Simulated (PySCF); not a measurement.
# How methods differ on the excitation energy of Ar²⁺

Ar²⁺ [Ne] 3s2 3p4 (3P) → Ar²⁺ [Ne] 3s1 3p4 3d1 (high-spin determinant), as a difference of total energies. Computed with PySCF 2.14 in aug-cc-pCVTZ-DK, with scalar relativity by spin-free X2C-1e. Correlated levels: valence: [Ne] frozen; valence and next inner shell: 1s2 frozen; nothing frozen. The calculations carry no spin-orbit coupling.

```csv
method,excitation energy (eV)
UHF,31.596
LDA,32.097
PBE,31.731
PBE0,31.979
TPSSh,31.940
M06-2X,32.593
B97-3,32.624
B3LYP,32.256
MP2 (valence),32.122
SCS-MP2 (valence),32.263
MP2 (valence and next inner shell),32.238
SCS-MP2 (valence and next inner shell),32.346
SCS-MP2 (all electrons),32.341
```

Estimate what r2SCAN gives.

31.564 eV, closest to UHF among the rows shown.

Estimate what MP2 (all electrons) gives.

32.231 eV, closest to MP2 (valence and next inner shell) among the rows shown.

The promoted electron is Rydberg-like, and one or two diffuse shells describe it only roughly, which tends to raise the upper state.

The determinant of the upper state mixes LS terms, which raises its energy above the lowest term, most at the Hartree-Fock and MP2 levels.
